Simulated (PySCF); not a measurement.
**[Gd(H2O)2]3+ relaxed at several levels**

Computed with PySCF 2.14.0, def2-SVP on the ligands, density fitting, scalar-relativistic core potentials, no spin-orbit coupling, vacuum. Each row is relaxed at its own level from the same template. Distances are means of the shortest metal–ligand contacts, charges and spins Mulliken's; removal energies are rigid, with the ligand's formal charge and no counterpoise, so too large; for an anion taken off a cation in vacuum most of it is the attraction of opposite charges, and multiply charged cations can part far more cheaply with an electron moved from ligand to metal. lcecp potentials hold a fixed number of 4f electrons in the core, out of states, spins and gaps.

```csv
level,basis on the metal,point group,M–H2O (Å),charge on M (e),removal of one H2O (eV),"strongest infrared band, degenerate modes summed (cm⁻¹)",unstable modes (below −25 cm⁻¹)
BP86,lcecp-1-SVP with ECP53,"C1, nearly C2",2.245,2.14,4.39,3334,0
TPSS,lcecp-1-SVP with ECP53,C1,2.248,2.18,4.35,–,not given
```

Task: What does the calculation give for PBE0, lcecp-1-SVP with ECP53?

Result: point group: C1, M–H2O (Å): 2.239, charge on M (e): 2.24, removal of one H2O (eV): 4.33, strongest infrared band, degenerate modes summed (cm⁻¹): 3488, unstable modes (below −25 cm⁻¹): 0.
```xyz
7

Gd   -1.0790    0.1469    0.0058
O     0.1730   -0.0704    1.8494
H     1.0960    0.2536    2.0228
H    -0.0746   -0.4937    2.7146
O     0.1674    0.0383   -1.8507
H     1.0952   -0.2974   -1.9660
H    -0.0843    0.3035   -2.7758
```

Moved off a saddle point of the template and relaxed again: BP86, PBE0, TPSS. One start shape was tried for each, so a minimum needn't be the lowest isomer.
